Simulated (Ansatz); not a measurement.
Reaction (ligand exchange at the Si–N bond): `F[Si](F)(Cl)[NH][GeH2][Cl]` + `O[SiH3]` → `F[Si](F)(Cl)O[SiH3]` + `[NH2][GeH2][Cl]`

Isolated molecules relaxed with PBE0-D4/def2-TZVP in Ansatz; ΔE leaves out vibrations. CBS: MP2 limit from def2 TZ/QZ plus the TZ coupled-cluster correction, frozen cores. Functionals use def2-TZVPP. B3LYP here is the variant with VWN-RPA as its local correlation; programs differ in this. For Ge outer-core shells are correlated without core-valence functions, which leaves a few kJ/mol of doubt a bond. Scalar relativity is left out up to krypton. Each species was taken in one conformer, which may not be the lowest.

`F[Si](F)(Cl)[NH][GeH2][Cl]`:

Cartesian coordinates in Å:
```
F 0.084 2.431 1.250
Si 0.442 0.894 1.222
F 1.826 0.790 1.975
Cl -0.933 -0.145 2.274
N 0.526 0.306 -0.354
Ge -0.390 -1.079 -1.133
Cl -2.391 -0.442 -1.611
H 1.030 0.879 -1.017
H -0.506 -2.241 -0.150
H 0.312 -1.393 -2.455
```

`O[SiH3]`:

Cartesian coordinates in Å:
```
O 0.123 -0.589 1.132
Si -0.202 0.147 -0.306
H 1.040 -0.665 1.398
H 0.282 1.555 -0.325
H -1.675 0.121 -0.452
H 0.432 -0.569 -1.447
```

`F[Si](F)(Cl)O[SiH3]`:

```xyz
9

F     0.161    0.392    2.425
Si   -0.577    0.872    1.121
F    -2.078    0.413    1.248
Cl   -0.514    2.880    1.036
O     0.094    0.230   -0.167
Si    0.615   -0.946   -1.192
H     1.236   -0.281   -2.360
H    -0.545   -1.764   -1.620
H     1.608   -1.795   -0.492
```

`[NH2][GeH2][Cl]`:

Z-matrix (Å, degrees):
```
Ge
Cl 1 2.176
N 1 1.818 2 112.8
H 1 1.530 2 105.8 3 -118.7
H 1 1.530 2 105.8 3 118.7
H 3 1.010 1 115.0 2 -64.0
H 3 1.010 1 115.0 2 64.0
```

| level | ΔE (kJ/mol) |
| --- | --- |
| B3LYP-D4 | -54.8 |
| r2SCAN | -56.6 |
| SCS-MP2/def2-QZVPP | -56.1 |
| HF/CBS(def2) | -74.8 |

Task: What does CCSD(T)/CBS give? (Estimate.)

Result: The calculation gave: -53.4 kJ/mol. The listed levels differ from it by -1.4, -3.2, -2.7, -21.4 kJ/mol.

Largest T1 diagnostic among the species: 0.011.

In def2-TZVPP, CCSD(T) changes the Hartree–Fock value by +19.4 kJ/mol (the triples alone add +3.1 kJ/mol) and MP2 by +21.5 kJ/mol. The D4 term adds +8.0 kJ/mol with B3LYP and +4.4 kJ/mol with PBE0; it sums over pairs of atoms, weighted by their polarisabilities, and B3LYP, whose exchange is more repulsive, gets the larger term.
